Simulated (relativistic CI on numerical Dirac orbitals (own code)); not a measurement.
## Ir20+: computed level list

Computed by Dirac-Coulomb-Breit CI, orbitals from a KLI potential per configuration, model QED, unscaled Slater integrals (own radial code, finite nucleus).

Configuration list (outside the closed core [Ar] 3d10): 4s²4p⁶4d¹⁰4f¹¹, 4s²4p⁶4d¹⁰4f¹⁰5s, 4s²4p⁶4d¹⁰4f⁹5s², 4s²4p⁶4d¹⁰4f¹⁰5p, 4s²4p⁶4d⁹4f¹², 4s²4p⁶4d¹⁰4f¹⁰5d, 4s²4p⁶4d⁸4f¹³, 4s²4p⁶4d¹⁰4f¹⁰6s, 4s²4p⁵4d¹⁰4f¹², 4s²4p⁴4d¹⁰4f¹³, 4p⁶4d¹⁰4f¹³, 4s4p⁶4d⁹4f¹³, 4s4p⁶4d¹⁰4f¹¹5s, 4s4p⁶4d¹⁰4f¹¹6s. Levels of other configurations are missing.

The lowest level is 4s²4p⁶4d¹⁰4f¹¹ ⁴I°15/2, with 94 % of that term; Hund's rules for 4s²4p⁶4d¹⁰4f¹¹ give ⁴I° with J = 15/2, in agreement.

| No. | Configuration | Term | J | E (cm⁻¹) | % | Landé g | Lifetime (s) |
| --- | --- | --- | --- | --- | --- | --- | --- |
| 1 | 4s²4p⁶4d¹⁰4f¹¹ | ⁴I° | 15/2 | 0.0 | 94 | 1.189 |  |
| 2 | 4s²4p⁶4d¹⁰4f¹¹ | ⁴I° | 13/2 | 22388.6 | 98 | 1.102 | 2.51e-03 |
| 3 | 4s²4p⁶4d¹⁰4f¹¹ | ²G° | 9/2 | 25287.1 | 37 | 1.112 |  |
| 4 | 4s²4p⁶4d¹⁰4f¹¹ | ²H° | 11/2 | 26511.9 | 47 | 1.051 | 6.00e-01 |
| 5 | 4s²4p⁶4d¹⁰4f¹¹ | ⁴S° | 3/2 | 37455.8 | 38 | 1.393 |  |
| 6 | 4s²4p⁶4d¹⁰4f¹¹ | ⁴I° | 9/2 | 41209.5 | 45 | 0.966 | 6.18e-03 |
| 7 | 4s²4p⁶4d¹⁰4f¹¹ | ⁴I° | 11/2 | 47481.9 | 47 | 1.099 | 1.99e-03 |
| 8 | 4s²4p⁶4d¹⁰4f¹¹ | ⁴F° | 7/2 | 51393.2 | 84 | 1.183 | 3.32e-03 |
| 9 | 4s²4p⁶4d¹⁰4f¹¹ | ⁴F° | 5/2 | 52870.0 | 61 | 1.086 | 6.14e-02 |
| 10 | 4s²4p⁶4d¹⁰4f¹¹ | ⁴S° | 3/2 | 54519.2 | 40 | 1.132 | 6.96e-03 |
| 11 | 4s²4p⁶4d¹⁰4f¹¹ | ⁴F° | 9/2 | 62136.9 | 28 | 1.124 | 2.25e-03 |
| 12 | 4s²4p⁶4d¹⁰4f¹¹ | ²K° | 15/2 | 62700.0 | 86 | 1.061 | 1.98e-03 |
| 13 | 4s²4p⁶4d¹⁰4f¹¹ | ²G° | 7/2 | 64549.3 | 45 | 0.988 | 1.44e-02 |
| 14 | 4s²4p⁶4d¹⁰4f¹¹ | ⁴G° | 11/2 | 65548.7 | 45 | 1.158 | 1.72e-03 |
| 15 | 4s²4p⁶4d¹⁰4f¹¹ | ⁴G° | 9/2 | 70725.1 | 59 | 1.036 | 1.61e-03 |
| 16 | 4s²4p⁶4d¹⁰4f¹¹ | ²P° | 1/2 | 74256.2 | 91 | 0.603 | 3.23e-03 |
| 17 | 4s²4p⁶4d¹⁰4f¹¹ | ⁴F° | 3/2 | 77474.1 | 40 | 0.979 | 1.91e-03 |
| 18 | 4s²4p⁶4d¹⁰4f¹¹ | ²K° | 13/2 | 77853.1 | 76 | 0.966 | 4.94e-03 |
| 19 | 4s²4p⁶4d¹⁰4f¹¹ | ²D° | 5/2 | 79464.8 | 41 | 1.132 | 3.38e-03 |
| 20 | 4s²4p⁶4d¹⁰4f¹¹ | ⁴G° | 5/2 | 82616.3 | 43 | 0.879 | 3.41e-03 |
| 21 | 4s²4p⁶4d¹⁰4f¹¹ | ²G° | 7/2 | 86850.8 | 39 | 1.033 | 2.52e-03 |
| 22 | 4s²4p⁶4d¹⁰4f¹¹ | ²D° | 5/2 | 90583.8 | 46 | 1.011 | 1.82e-03 |
| 23 | 4s²4p⁶4d¹⁰4f¹¹ | ²I° | 11/2 | 91039.6 | 61 | 0.992 | 3.48e-03 |
| 24 | 4s²4p⁶4d¹⁰4f¹¹ | ⁴D° | 7/2 | 91158.7 | 72 | 1.305 | 4.28e-03 |
| 25 | 4s²4p⁶4d¹⁰4f¹¹ | ²L° | 17/2 | 94522.7 | 100 | 1.056 | 2.13e-02 |
| 26 | 4s²4p⁶4d¹⁰4f¹¹ | ²H° | 9/2 | 97418.9 | 46 | 0.994 | 9.71e-04 |
| 27 | 4s²4p⁶4d¹⁰4f¹¹ | ⁴D° | 3/2 | 100658.2 | 44 | 1.101 | 2.00e-03 |
| 28 | 4s²4p⁶4d¹⁰4f¹¹ | ²I° | 13/2 | 102422.7 | 76 | 1.042 | 2.17e-03 |
| 29 | 4s²4p⁶4d¹⁰4f¹¹ | ²D° | 3/2 | 105853.7 | 40 | 0.996 | 1.29e-03 |
| 30 | 4s²4p⁶4d¹⁰4f¹¹ | ²H° | 9/2 | 110018.3 | 90 | 0.925 | 2.60e-03 |

Energies count from the lowest computed level; ° marks odd parity; lifetimes are radiative, by E1, M1, E2, M2 decay to levels of this space only; some are left blank where a channel outside the calculation adds to the decay or the decay crosses a small, uncertain gap.

The mean weight of the leading LS term, summed over parents, in these 30 levels is 59 %, and that of the leading jj configuration (from the same eigenvectors) 71 %, so jj coupling describes them better and the LS labels are nominal.

At this charge transitions that keep the count of f electrons are usually good to a few per cent. Terms inside the open d or f shell come out 10 to 20 % too wide with unscaled integrals. Levels that differ in their count of f electrons can be misplaced by several ten thousand cm⁻¹, since the correlation energy of f electrons is missing or only estimated; rates across such gaps can be off by orders of magnitude.

LS names give the leading component of a level, which can be under half, so a name can repeat, a term be missing and a line seem to break the LS rules.
